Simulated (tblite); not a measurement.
A geometry optimisation, step by step.

Species: C2H4BClN (doublet state).
Atom-mapped SMILES: `[CH2:1]=[CH:2][B:3]([NH:4])[Cl:5]` (hydrogens: H6, H7 on C1; H8 on C2; H9 on N4)
Bond orders are those of one Lewis drawing.

Computed with GFN2-xTB (tblite), gas phase: L-BFGS steps from a force-field or distance-geometry start until the largest atomic force falls under 0.01 eV/Å. 7 of its 77 geometries are shown.

Step 0: E = -406.1156 eV, largest atomic force 4.063 eV/Å
```
atom  x, y, z in Å  |  force x, y, z in eV/Å
C1     -1.153   -0.843    0.062   -0.514   0.689  -0.523
C2     -0.622    0.277   -0.446    0.604  -0.803   0.630
B3      0.910    0.627   -0.234    2.497  -0.932   1.013
N4      1.830   -0.278    0.538   -3.139   2.564  -0.285
Cl5     1.579    2.157   -1.006   -0.617  -1.269   0.512
H6     -2.220   -1.046   -0.104    0.557  -0.062   0.207
H7     -0.576   -1.553    0.628   -0.105  -0.010  -0.079
H8     -1.232    0.963   -0.999   -0.097   0.175  -0.174
H9      1.497   -0.297    1.536    0.815  -0.352  -1.302
```

Step 13: E = -407.0477 eV, largest atomic force 0.225 eV/Å
```
atom  x, y, z in Å  |  force x, y, z in eV/Å
C1     -1.164   -0.832    0.037    0.017   0.037   0.019
C2     -0.592    0.259   -0.432    0.042   0.027   0.099
B3      0.962    0.691   -0.165   -0.175  -0.115   0.083
N4      1.672    0.113    0.782    0.087   0.095  -0.150
Cl5     1.466    2.022   -1.172    0.024  -0.045   0.008
H6     -2.218   -1.038   -0.113    0.144   0.018  -0.086
H7     -0.620   -1.573    0.604   -0.095   0.077  -0.046
H8     -1.139    0.994   -1.012    0.043  -0.126   0.107
H9      1.646   -0.631    1.445   -0.088   0.033  -0.032
```

Step 25: E = -407.0631 eV, largest atomic force 0.033 eV/Å
```
atom  x, y, z in Å  |  force x, y, z in eV/Å
C1     -1.158   -0.833    0.046    0.000  -0.004   0.001
C2     -0.584    0.271   -0.385   -0.015  -0.006  -0.010
B3      0.958    0.707   -0.152    0.007   0.000  -0.024
N4      1.704    0.113    0.759    0.012   0.017  -0.006
Cl5     1.463    2.005   -1.198    0.003  -0.016   0.006
H6     -2.195   -1.044   -0.175   -0.006  -0.008  -0.007
H7     -0.645   -1.580    0.626    0.014  -0.007   0.003
H8     -1.139    0.987   -0.973   -0.007   0.030   0.013
H9      1.608   -0.620    1.427   -0.007  -0.006   0.023
```

Step 38: E = -407.0693 eV, largest atomic force 0.339 eV/Å
```
atom  x, y, z in Å  |  force x, y, z in eV/Å
C1     -1.140   -0.849    0.001    0.131   0.134  -0.017
C2     -0.617    0.318   -0.322   -0.011  -0.135  -0.044
B3      0.952    0.682   -0.160    0.025   0.258  -0.219
N4      1.680    0.144    0.794    0.056  -0.037   0.046
Cl5     1.523    1.848   -1.335   -0.093  -0.099   0.073
H6     -2.175   -1.082   -0.197   -0.049   0.022   0.024
H7     -0.557   -1.629    0.464   -0.067  -0.010  -0.058
H8     -1.197    1.105   -0.784    0.007  -0.070   0.059
H9      1.544   -0.531    1.512    0.001  -0.063   0.135
```

Step 51: E = -407.0912 eV, largest atomic force 0.083 eV/Å
```
atom  x, y, z in Å  |  force x, y, z in eV/Å
C1     -1.099   -0.875   -0.103   -0.054   0.015   0.037
C2     -0.609    0.339   -0.223    0.030  -0.034  -0.011
B3      0.977    0.659   -0.190   -0.004   0.008   0.024
N4      1.649    0.218    0.857    0.031   0.055  -0.027
Cl5     1.559    1.555   -1.550    0.020   0.010   0.002
H6     -2.158   -1.063   -0.199   -0.031  -0.049   0.008
H7     -0.472   -1.728    0.087   -0.021  -0.067  -0.044
H8     -1.239    1.200   -0.382   -0.001   0.072  -0.031
H9      1.407   -0.299    1.675    0.030  -0.011   0.042
```

Step 63: E = -407.0968 eV, largest atomic force 0.063 eV/Å
```
atom  x, y, z in Å  |  force x, y, z in eV/Å
C1     -1.117   -0.888   -0.124   -0.018  -0.002   0.013
C2     -0.607    0.320   -0.216    0.006   0.051  -0.036
B3      0.979    0.653   -0.187    0.029  -0.034   0.042
N4      1.660    0.260    0.873   -0.015   0.023  -0.042
Cl5     1.569    1.529   -1.559   -0.026   0.004  -0.020
H6     -2.182   -1.058   -0.189   -0.016  -0.001  -0.025
H7     -0.511   -1.770    0.005    0.011   0.020   0.003
H8     -1.222    1.201   -0.338    0.015  -0.045   0.020
H9      1.444   -0.240    1.708    0.013  -0.016   0.045
```

Step 76: E = -407.0992 eV, largest atomic force 0.007 eV/Å
```
atom  x, y, z in Å  |  force x, y, z in eV/Å
C1     -1.127   -0.892   -0.167    0.001   0.004   0.000
C2     -0.611    0.316   -0.182   -0.003   0.001   0.002
B3      0.980    0.632   -0.168   -0.001   0.000  -0.004
N4      1.675    0.297    0.899    0.000   0.003  -0.006
Cl5     1.542    1.425   -1.605    0.002  -0.001   0.002
H6     -2.194   -1.050   -0.238   -0.001  -0.004  -0.001
H7     -0.522   -1.781   -0.105    0.002  -0.007   0.001
H8     -1.221    1.206   -0.232    0.000   0.006   0.000
H9      1.492   -0.149    1.773    0.000  -0.003   0.005
```

Task: Summarise the path.

Result: The energy falls by 94.90 kJ/mol from step 0 to step 76; nine tenths of that is first reached at step 10. It rises by more than 0.2 meV at step 2. The largest force goes from 4.063 to 0.007 eV/Å. Among the bonds B3–N4 changes most, from 1.503 to 1.318 Å; the atoms move by 0.563 Å rms after alignment.

Task: Follow the three bonds and two angles with the largest change from start to end.

Result: 
```tsv
step	E above end (kJ/mol)	largest force (eV/Å)	B3–N4 (Å)	B3–Cl5 (Å)	N4–H9 (Å)	B3–N4–H9 (°)	N4–B3–Cl5 (°)
0	94.90	4.063	1.503	1.839	1.052	107.7	119.6
3	38.59	1.510	1.355	1.768	0.981	120.8	124.7
7	17.78	1.186	1.331	1.721	1.020	143.0	123.8
10	7.92	0.507	1.308	1.770	0.994	147.5	126.0
13	4.97	0.225	1.318	1.743	0.996	142.4	126.5
17	4.08	0.168	1.317	1.747	0.997	138.8	124.7
20	3.64	0.075	1.318	1.741	0.997	137.6	125.2
23	3.50	0.061	1.319	1.739	0.997	138.0	125.9
26	3.47	0.040	1.318	1.743	0.997	137.5	125.8
30	3.44	0.033	1.319	1.740	0.998	137.6	125.8
33	3.39	0.058	1.319	1.738	0.997	137.7	125.8
36	3.24	0.164	1.317	1.744	0.994	136.9	125.5
40	2.35	0.136	1.319	1.741	0.997	137.8	126.1
43	2.03	0.184	1.321	1.732	0.999	137.8	126.8
46	1.50	0.152	1.318	1.738	0.999	136.3	127.1
50	0.96	0.263	1.321	1.723	0.994	134.7	128.9
53	0.62	0.085	1.320	1.731	1.000	134.5	128.5
56	0.42	0.075	1.319	1.731	1.000	134.6	128.7
59	0.35	0.052	1.320	1.732	0.998	134.4	128.6
63	0.24	0.063	1.320	1.731	0.997	135.2	127.7
66	0.16	0.034	1.319	1.733	0.998	135.8	127.8
69	0.11	0.057	1.319	1.734	0.998	135.9	127.9
73	0.03	0.036	1.318	1.735	0.997	136.7	127.9
76	0.00	0.007	1.318	1.735	0.998	136.6	128.0
```

What follows is the cost of the whole relaxation. Hardware: one thread of an Arm Neoverse V1, shared host with 32 logical CPUs at a one-minute load of 29. Cost: 0.33 s wall.
